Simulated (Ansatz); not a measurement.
CsF, charge -1, doublet, at the geometry of the source list (a state made from the parent by changing its charge; the spin is typed, not shown lowest) (core potentials on Cs) (a gas-phase anion, which may not be bound at this level). Base run: HF/def2-SVP (Ansatz, a quantum-chemistry and plane-wave program).

The Ansatz input:
Ansatz 0.2 input:
```yaml
crystal:
  periodic: [false, false, false]
  atoms:
    - {symbol: Cs, position_ang: [-0.62190000, -0.51290000, -0.84010000]}
    - {symbol: F, position_ang: [0.62190000, 0.51290000, 0.84010000]}
basis:
  gaussian:
    orbitals: def2-SVP
hamiltonian:
  xc: hf
total_charge: -1
magnetization: {spin_polarized: true, initial_magnetization: 1}
```

Each row names what was changed in the base input (with any setting that the change needs).

```json
[
 {"change": "base", "basis functions": "38", "E (Eh)": "-119.24068"},
 {"change": "basis = def2-SV(P)", "basis functions": "38", "E (Eh)": "-119.24068"},
 {"change": "basis = 3-21G", "basis functions": "46", "E (Eh)": "-7629.36756"},
 {"change": "basis = def2-SVPD", "basis functions": "50", "E (Eh)": "-119.26187"},
 {"change": "basis = def2-TZVP", "basis functions": "60", "E (Eh)": "-119.37725"},
 {"change": "basis = def2-TZVPP", "basis functions": "67", "E (Eh)": "-119.37968"},
 {"change": "basis = def2-TZVPD", "basis functions": "72", "E (Eh)": "-119.38182"},
 {"change": "basis = def2-QZVP", "basis functions": "105", "E (Eh)": "-119.38892"},
 {"change": "basis = def2-QZVPP", "basis functions": "119", "E (Eh)": "-119.39006"}
]
```

Totals compare only among sets that treat the same electrons; sets with core potentials leave the core out.

A gas-phase anion may not be bound at this level; its values then depend on the basis.
